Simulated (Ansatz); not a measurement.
Mulliken charges of `C[Se][Ge]([Cl])([Cl])[Cl]` from ωB97M-V/def2-TZVPP in Ansatz (PBE0-D4/def2-TZVP geometry).

```csv
atom,x (Å),y (Å),z (Å),charge (e)
C1,-0.137,-1.309,1.039,-0.421
Se2,1.436,-0.567,0.142,-0.050
Ge3,0.288,1.126,-0.937,0.649
Cl4,-1.242,0.373,-2.228,-0.224
Cl5,1.653,2.274,-2.097,-0.215
Cl6,-0.709,2.429,0.436,-0.224
H7,-0.858,-1.658,0.304,0.166
H8,-0.576,-0.566,1.701,0.166
H9,0.234,-2.150,1.622,0.153
```

Problem. By hand: the dipole of these point charges (1 e Å = 4.8032 D).

Solution. Σ q r = (0.052, -0.504, 0.381) e Å, of length 0.634 e Å = 3.05 D.

Problem. How does the dipole of the full density compare? (An estimate is asked.)

Solution. The calculation gave: (-0.037, -0.412, 0.328) e Å, 2.54 D; the point charges give 1.20 times that, at 9° from its direction.

Point charges leave out the atoms' own dipoles, such as those of lone pairs, and Mulliken's split depends on the basis, so the two needn't agree.
